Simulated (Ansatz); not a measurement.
`O[SiH2][SiH]([SiH3])Cl` + HCl → `O[SiH2][SiH](Cl)Cl` + SiH₄  (cleavage of the Si–Si bond)

Calculated with Ansatz (gas phase, PBE0-D4/def2-TZVP geometries, no zero-point term in ΔE). CCSD(T)/CBS is the MP2 limit (def2-TZVPP, def2-QZVPP) plus CCSD(T) − MP2 in def2-TZVPP, frozen cores. This one scheme is used for every species. Functionals use def2-TZVPP. B3LYP here is the variant with VWN-RPA as its local correlation; programs differ in this. Each species was taken in one conformer, which may not be the lowest.

```csv
level,ΔE (kJ/mol),difference from CCSD(T)/CBS
PBE-D4,-80.1,13.1
r2SCAN-D4,-92.1,1.1
PBE0-D4,-84.1,9.1
B3LYP-D4,-93.8,-0.6
ωB97X-V,-94.2,-1.0
ωB97M-V,-99.5,-6.3
B2PLYP,-99.2,-6.0
PBE,-82.4,10.8
r2SCAN,-93.0,0.2
PBE0,-86.4,6.8
B3LYP,-97.2,-4.0
HF/def2-TZVPP,-111.8,-18.6
MP2/def2-TZVPP,-100.9,-7.7
SCS-MP2/def2-TZVPP,-102.3,-9.1
CCSD/def2-TZVPP,-93.0,0.2
CCSD(T)/def2-TZVPP,-91.2,2.0
HF/def2-QZVPP,-112.3,-19.1
MP2/def2-QZVPP,-102.2,-9.0
SCS-MP2/def2-QZVPP,-103.5,-10.3
HF/CBS(def2),-112.4,-19.2
MP2/CBS(def2),-102.8,-9.6
CCSD/CBS(def2),-95.0,-1.8
CCSD(T)/CBS,-93.2,0
```

Largest T1 diagnostic among the species: 0.012.

From PBE to PBE0 (25 % exact exchange), in def2-TZVPP and without D4, ΔE moves by −4.0 kJ/mol. In def2-TZVPP, CCSD(T) changes the Hartree–Fock value by +20.5 kJ/mol (the triples alone add +1.8 kJ/mol) and MP2 by +10.9 kJ/mol.
